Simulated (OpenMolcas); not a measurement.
Fe4+ (d4) among equal point charges was computed by CASSCF with the d shell active (OpenMolcas, ANO-RCC-VTZP on the metal). Its lowest spin-free states, and all those of the highest spin:

| 2S+1 | Degeneracy | E (cm-1) |
| --- | --- | --- |
| 5 | 2 | 0.0 |
| 5 | 2 | 903.9 |
| 5 | 1 | 1425 |
| 3 | 1 | 26311 |
| 3 | 2 | 26608 |
| 3 | 2 | 26758 |
| 3 | 2 | 27347 |
| 3 | 1 | 27547 |
| 3 | 1 | 27552 |
| 3 | 2 | 27867 |
| 3 | 2 | 30045 |
| 3 | 1 | 30194 |

**Question.** Is the site octahedral, tetrahedral or cube-like, axial, or of lower symmetry?

**Answer.** The states with 2S+1 = 5 have orbital degeneracies 2, 2, 1. There are pairs but no triples, so the site is axial: not cubic, but with a proper or improper axis of order three or more. The run had Fe4+ among 6 point charges of -2.2 e arranged as a trigonal prism (D3h), 2.03 Å from the ion, with a polar angle of 54.5° against the regular 49.1°.

An orbital doublet at a regular site is open to a Jahn-Teller distortion, which this geometry leaves out. Without dynamic correlation the repulsion within the d shell is too large (B by tens of per cent), so at a given field states of lower spin stand too high. Point charges give a weaker field than real ligands, and real ions of this kind are often low spin; the high spin found here belongs to the model. The ground term spreads over less than 5000 cm-1, several times less than with real ligands, so orbital moments are less quenched and χT lies further from the spin-only value than at real sites. This is an electrostatic model: the charges have no orbitals. No measured value stands beside these numbers.
